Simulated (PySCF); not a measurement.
PySCF input file for Al(Me)(OH)(PH2) (CH6AlOP), SMILES [CH3][Al]([OH])[PH2], PBE-D3(BJ)/def2-SVP. The structure is a stationary point at PBE-D3(BJ)/def2-SVP. Other conformers were not sampled.

```python
import numpy as np
from pyscf import gto, scf, dft, df
from pyscf.hessian import thermo

mol = gto.M(
    atom='''
    Al    0.28373393   -0.25462366    0.27266258
    C     2.14453072   -0.52207385   -0.26527970
    H     2.20867152   -1.22878980   -1.12012774
    H     2.74426038   -0.94255989    0.56723813
    H     2.61874820    0.42520431   -0.59672250
    O    -0.19304628   -0.98694658    1.76112274
    H    -1.08989953   -0.93464257    2.12634512
    P    -1.22482543    1.09145255   -0.93876973
    H    -2.31287207    0.16150800   -0.75680271
    H    -0.80788228    0.48561495   -2.18030147
    ''',
    basis='def2-SVP',
    charge=0,
    spin=0,
    max_memory=1600,
    verbose=3,
)
mf = dft.RKS(mol, xc='pbe').density_fit(auxbasis='def2-universal-jkfit')
mf.disp = 'd3bj'
mf.grids.level = 3
mf.conv_tol = 1e-11
mf.max_cycle = 100
mf.kernel()

# [left out here: the lines that compute and print the analytic Hessian (its translational invariance restored by hand, since the grid's response is missing), thermochemistry and intensities]
```

It prints:

```
converged SCF energy = -700.086586760951

WARN: DFTD3 does not support analytical Hessian, using finite difference


WARN: Mole.unit (angstrom) is changed to Bohr

Mode                                 0                   1                   2
Irrep
Freq [cm^-1]                       28.3012             79.7762            128.0743
Reduced mass [au]                   1.0291              1.1283              3.0160
Force const [Dyne/A]                0.0005              0.0042              0.0291
Char temp [K]                      40.7192            114.7801            184.2704
Normal mode                   x     y     z       x     y     z       x     y     z
       0  Al                -0.00 -0.01  0.00   -0.01 -0.00  0.01   -0.05 -0.02  0.06
       1   C                -0.00 -0.00 -0.01   -0.01  0.04  0.00   -0.08  0.08 -0.09
       2   H                -0.01  0.45 -0.38    0.01  0.03  0.02   -0.14  0.11 -0.13
       3   H                -0.12 -0.50 -0.17    0.01  0.08  0.01    0.06  0.10 -0.19
       4   H                 0.14  0.12  0.54   -0.04  0.05 -0.02   -0.19  0.12 -0.13
       5   O                 0.00  0.02  0.02   -0.00 -0.04 -0.00    0.02 -0.04  0.07
       6   H                 0.01  0.06  0.03   -0.02 -0.08 -0.03    0.04 -0.07  0.12
       7   P                 0.00 -0.01 -0.01    0.03  0.01 -0.03    0.06  0.00 -0.04
       8   H                -0.01  0.01  0.04   -0.19  0.37  0.51    0.02  0.02 -0.22
       9   H                -0.04 -0.05 -0.00   -0.41 -0.50  0.07    0.24  0.02  0.01
Mode                                 3                   4                   5
Irrep
Freq [cm^-1]                      174.1531            191.4774            366.9780
Reduced mass [au]                   4.0960              3.7787              6.2017
Force const [Dyne/A]                0.0732              0.0816              0.4921
Char temp [K]                     250.5675            275.4934            527.9996
Normal mode                   x     y     z       x     y     z       x     y     z
       0  Al                 0.03  0.12  0.07   -0.05 -0.00 -0.02    0.06 -0.05  0.06
       1   C                -0.02 -0.06 -0.02   -0.03 -0.03  0.09    0.09 -0.02 -0.02
       2   H                -0.23 -0.07 -0.02    0.06 -0.06  0.12    0.04  0.01 -0.05
       3   H                -0.03 -0.18 -0.07   -0.16 -0.04  0.18    0.20 -0.01 -0.09
       4   H                 0.13 -0.15 -0.06    0.05 -0.06  0.13    0.01  0.01 -0.05
       5   O                 0.00 -0.08 -0.04    0.15 -0.05  0.03   -0.03 -0.03  0.07
       6   H                -0.00 -0.13 -0.04    0.21 -0.14  0.17   -0.08  0.01 -0.06
       7   P                -0.02 -0.01 -0.03   -0.03  0.04 -0.05   -0.07  0.06 -0.06
       8   H                 0.08 -0.12  0.04   -0.07  0.08 -0.10   -0.10  0.08 -0.08
       9   H                 0.09 -0.14  0.07    0.01  0.03 -0.03   -0.13  0.11 -0.10
Mode                                 6                   7                   8
Irrep
Freq [cm^-1]                      373.8812            493.8179            537.5024
Reduced mass [au]                   1.1148              1.1587              1.0812
Force const [Dyne/A]                0.0918              0.1665              0.1840
Char temp [K]                     537.9317            710.4940            773.3462
Normal mode                   x     y     z       x     y     z       x     y     z
       0  Al                -0.00 -0.00 -0.01    0.01  0.02  0.01   -0.00  0.01 -0.01
       1   C                -0.01  0.00  0.00   -0.01  0.02  0.02    0.01  0.02 -0.04
       2   H                -0.12 -0.01  0.00   -0.20 -0.02  0.03    0.08 -0.06  0.04
       3   H                -0.02 -0.07 -0.03   -0.01 -0.07 -0.03   -0.19 -0.02  0.10
       4   H                 0.07 -0.05 -0.03    0.11 -0.07 -0.06    0.20 -0.06  0.02
       5   O                 0.02  0.06  0.04   -0.00 -0.02 -0.02    0.02 -0.02  0.03
       6   H                -0.23 -0.76 -0.45    0.07  0.12  0.13   -0.17  0.34 -0.45
       7   P                 0.01 -0.01  0.01    0.02 -0.05  0.01   -0.01 -0.01  0.02
       8   H                -0.06  0.07 -0.06   -0.37  0.39 -0.21   -0.32  0.30 -0.29
       9   H                -0.05  0.09 -0.06   -0.34  0.43 -0.33    0.30 -0.24  0.23
Mode                                 9                  10                  11
Irrep
Freq [cm^-1]                      585.8467            635.1161            640.8964
Reduced mass [au]                   1.4398              1.4073              2.0234
Force const [Dyne/A]                0.2912              0.3345              0.4897
Char temp [K]                     842.9029            913.7907            922.1072
Normal mode                   x     y     z       x     y     z       x     y     z
       0  Al                -0.04  0.01  0.01    0.02 -0.05 -0.02   -0.08  0.01 -0.02
       1   C                 0.12 -0.01 -0.05   -0.01  0.08  0.09    0.11  0.05 -0.04
       2   H                 0.18 -0.03 -0.03   -0.63  0.01  0.08   -0.07 -0.08  0.05
       3   H                 0.07 -0.01 -0.01    0.14 -0.19 -0.17   -0.04 -0.12 -0.01
       4   H                 0.17 -0.03 -0.02    0.18 -0.13 -0.21    0.45 -0.15 -0.12
       5   O                -0.05  0.03 -0.03    0.00  0.03 -0.03   -0.01 -0.04  0.08
       6   H                 0.16 -0.35  0.49    0.07  0.04  0.10   -0.06  0.11 -0.05
       7   P                -0.01 -0.01  0.01   -0.01  0.02  0.00    0.02  0.00 -0.00
       8   H                -0.21  0.20 -0.17   -0.01 -0.01 -0.04    0.22 -0.21  0.19
       9   H                 0.21 -0.17  0.16    0.16 -0.20  0.16   -0.15  0.12 -0.11
Mode                                12                  13                  14
Irrep
Freq [cm^-1]                      683.2782            844.1755           1044.3877
Reduced mass [au]                   1.6083              6.5282              1.0389
Force const [Dyne/A]                0.4424              2.7410              0.6676
Char temp [K]                     983.0852           1214.5806           1502.6414
Normal mode                   x     y     z       x     y     z       x     y     z
       0  Al                -0.06  0.04 -0.02   -0.06 -0.05  0.11   -0.00  0.01 -0.00
       1   C                 0.08 -0.08  0.07    0.03  0.01 -0.02    0.00 -0.00 -0.00
       2   H                -0.06  0.13 -0.11    0.08 -0.03  0.01    0.01  0.00 -0.01
       3   H                 0.56  0.01 -0.25   -0.01 -0.01  0.00   -0.00  0.01  0.01
       4   H                -0.32  0.09 -0.06    0.11 -0.03 -0.00   -0.00  0.00  0.00
       5   O                 0.03 -0.01  0.00    0.06  0.06 -0.14   -0.00 -0.00  0.00
       6   H                -0.05  0.12 -0.20    0.03  0.13 -0.23    0.00 -0.00  0.01
       7   P                 0.01 -0.01  0.01    0.00  0.00 -0.01    0.02  0.02  0.02
       8   H                -0.07  0.07 -0.05    0.06 -0.06  0.04    0.11 -0.25 -0.63
       9   H                 0.03 -0.02  0.02   -0.06  0.04 -0.04   -0.57 -0.40  0.01
Mode                                15                  16                  17
Irrep
Freq [cm^-1]                     1159.0386           1375.1248           1375.2763
Reduced mass [au]                   1.2490              1.0499              1.0537
Force const [Dyne/A]                0.9885              1.1697              1.1742
Char temp [K]                    1667.5985           1978.4984           1978.7164
Normal mode                   x     y     z       x     y     z       x     y     z
       0  Al                 0.01 -0.00 -0.00   -0.00  0.00 -0.00   -0.00 -0.00 -0.00
       1   C                -0.12  0.02  0.04   -0.01  0.03 -0.05   -0.02 -0.05 -0.03
       2   H                 0.51  0.07  0.02   -0.04 -0.54  0.43   -0.34  0.09 -0.15
       3   H                 0.39 -0.00 -0.32    0.21 -0.16 -0.28    0.23  0.65  0.15
       4   H                 0.42 -0.28 -0.09   -0.04  0.23  0.52    0.35 -0.06  0.43
       5   O                -0.00 -0.00  0.00    0.00 -0.00  0.00    0.00  0.00  0.00
       6   H                 0.00 -0.01  0.01    0.00  0.00 -0.00    0.00  0.00  0.00
       7   P                -0.00  0.00 -0.00   -0.00 -0.00  0.00   -0.00  0.00 -0.00
       8   H                -0.00  0.00 -0.00   -0.00  0.00 -0.01    0.00 -0.00  0.01
       9   H                 0.00 -0.00  0.00   -0.00 -0.00  0.00    0.00 -0.00  0.00
Mode                                18                  19                  20
Irrep
Freq [cm^-1]                     2303.4609           2322.4008           2967.3978
Reduced mass [au]                   1.0355              1.0408              1.0357
Force const [Dyne/A]                3.2373              3.3075              5.3731
Char temp [K]                    3314.1674           3341.4177           4269.4248
Normal mode                   x     y     z       x     y     z       x     y     z
       0  Al                 0.00 -0.00 -0.00   -0.00 -0.00  0.00    0.00 -0.00 -0.00
       1   C                 0.00  0.00  0.00    0.00  0.00 -0.00   -0.04  0.01  0.02
       2   H                -0.00  0.00 -0.00    0.00 -0.00  0.00    0.02 -0.39 -0.47
       3   H                 0.00  0.00  0.00   -0.00  0.00  0.00    0.27 -0.19  0.40
       4   H                 0.00 -0.00 -0.00    0.00 -0.00  0.00    0.23  0.49 -0.16
       5   O                 0.00  0.00  0.00    0.00  0.00 -0.00   -0.00 -0.00  0.00
       6   H                -0.00 -0.00 -0.00   -0.00  0.00 -0.00    0.00 -0.00  0.00
       7   P                -0.01 -0.02 -0.02   -0.02 -0.01  0.02   -0.00  0.00  0.00
       8   H                 0.53  0.43 -0.10    0.53  0.44 -0.08   -0.00  0.00 -0.00
       9   H                -0.21  0.27  0.61    0.19 -0.28 -0.60    0.00 -0.00 -0.00
Mode                                21                  22                  23
Irrep
Freq [cm^-1]                     3059.0022           3079.1342           3812.7831
Reduced mass [au]                   1.0989              1.1021              1.0678
Force const [Dyne/A]                6.0587              6.1566              9.1455
Char temp [K]                    4401.2231           4430.1885           5485.7459
Normal mode                   x     y     z       x     y     z       x     y     z
       0  Al                 0.00  0.00  0.00   -0.00  0.00 -0.00   -0.00  0.00 -0.00
       1   C                 0.03  0.07  0.04   -0.02  0.05 -0.07    0.00 -0.00  0.00
       2   H                 0.05 -0.44 -0.54   -0.02  0.15  0.16   -0.00 -0.00  0.00
       3   H                -0.09  0.08 -0.13    0.43 -0.30  0.59    0.00  0.00 -0.00
       4   H                -0.26 -0.52  0.20   -0.21 -0.41  0.13   -0.00  0.00  0.00
       5   O                -0.00  0.00  0.00    0.00 -0.00  0.00   -0.06  0.00  0.03
       6   H                 0.00  0.00  0.00    0.00 -0.00  0.00    0.89 -0.04 -0.38
       7   P                -0.00 -0.00  0.00    0.00 -0.00  0.00    0.00  0.00 -0.00
       8   H                -0.00 -0.00 -0.00    0.00 -0.00  0.00    0.00 -0.00 -0.00
       9   H                 0.00 -0.00 -0.00    0.00 -0.00  0.00   -0.00  0.00 -0.00
temperature 298.1500 [K]
pressure 101325.00 [Pa]
Rotational constants [GHz] 5.56828 2.57279 1.80311
Symmetry number 1
Zero-point energy (ZPE) 0.06438 [Eh]   169039.998 [J/mol]
                           tot       elec      trans        rot        vib
Entropy [J/mol/K]       372.935      0.000    165.142    112.645     95.149
Cv [J/mol/K]            109.903      0.000     12.472     12.472     84.960
Cp [J/mol/K]            118.218      0.000     20.786     12.472     84.960
Internal energy [J/mol]                      3718.434   3718.434 183010.789
Internal energy [Eh]   -700.01405  -700.08659
Enthalpy [J/mol]                             6197.391   3718.434 183010.789
Enthalpy [Eh]          -700.01310
Gibbs free energy [J/mol]                  -43039.688 -29866.546 154642.194
Gibbs free energy [Eh] -700.05546
mode   freq/cm-1   IR/(km/mol)
   1       28.30         0.163
   2       79.78         4.771
   3      128.07         3.688
   4      174.15        11.075
   5      191.48        10.627
   6      366.98         9.441
   7      373.88       118.615
   8      493.82         1.648
   9      537.50        39.554
  10      585.85        87.082
  11      635.12        19.528
  12      640.90        48.864
  13      683.28       170.350
  14      844.18        79.136
  15     1044.39        17.370
  16     1159.04        20.097
  17     1375.12         1.116
  18     1375.28         4.370
  19     2303.46        33.369
  20     2322.40        50.005
  21     2967.40         2.111
  22     3059.00         3.010
  23     3079.13         2.982
  24     3812.78        66.034
max |gradient| / (hartree/bohr): 6.8756260381847e-05
APT charges: [ 1.2081 -0.4175  0.0253  0.0083  0.0232 -0.8115  0.2839 -0.1541 -0.088
 -0.0778]
```

The calculation finished and met its thresholds.
